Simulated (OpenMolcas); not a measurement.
## What dynamic correlation does to the levels of S II

```
Program             : OpenMolcas
Basis               : ANO-RCC-VDZ [4s3p]
Scalar Hamiltonian  : DKH2, point nucleus
Active space        : 5 electrons in 8 orbitals (3s 3p 4s 4p)
State averaging     : 2S+1 = 4 odd, 1 root; 2S+1 = 2 odd, 8 roots; 2S+1 = 4 even, 3 roots (0 in the spin-orbit step)
Spin-orbit coupling : state interaction with AMFI integrals over the reference wave functions, term energies averaged over their components
```

Methods on the same reference wave functions:
A. CASSCF
B. SS-CASPT2, IPEA 0.25 Eh, imaginary shift 0.1 Eh (closed shells correlated: 2s 2p)

Energies in cm⁻¹ above 3s² 3p³ ⁴S°_3/2, the measured ground level; measured values from NIST Handbook of Basic Atomic Spectroscopic Data.

| Level | A | B | Measured |
| --- | --- | --- | --- |
| 3s² 3p³ ⁴S°_3/2 | 0.0 | 0.0 | 0.0 |
| 3s² 3p³ ²D°_3/2 | 18875 | 18835 | 14853 |
| 3s² 3p³ ²D°_5/2 | 18919 | 18878 | 14885 |
| 3s² 3p³ ²P°_1/2 | 25603 | 25554 | 24525 |
| 3s² 3p³ ²P°_3/2 | 25642 | 25593 | 24572 |

Deviations, from unrounded energies. A percentage is the sum of absolute deviations over the sum of measured energies, with the sign that they share, or ± where signs differ.

```json
{"Against measurement": "mean absolute deviation (cm-1)", "Levels": "4", "A": "2600", "B": "2500"}
{"Against measurement": "other terms of the ground configuration (%)", "Levels": "4", "A": "+12.9", "B": "+12.7"}
```

A, B lie about equally close to measurement. The largest miss of B in the table is 3s² 3p³ ²D°_5/2, by +4000 cm-1. The ranking rests on the paired levels alone, and a cruder setting can come out closer through cancelling errors.

From A to B the spin-free energies of the other terms of 3s² 3p³ shown, above ⁴S°, scale by a factor of 1.00.

The lowest spin-free term lies below A's lowest term by 0.002 hartree in B.

Active for correlation alone: 4p 4s; no level in the range computed is led by a configuration that fills them, so any true level of that kind is missing. Without dynamic correlation excited terms often stand tens of per cent too high (terms of higher spin than the ground term too low), and those without a measured partner can miss by more than the paired ones (holds for A). Some terms miss by over 15 % even with CASPT2, which points to a basis or an active space too small for the shells correlated (holds for B). Measured partners are found by configuration, term and J. A level has none where our copy of the source lacks it or the pairing is in doubt (some pairs that miss far off the trend of their configuration count as doubtful), and it then counts in no deviation. Levels of configurations outside the active space are missing.

° marks odd parity.
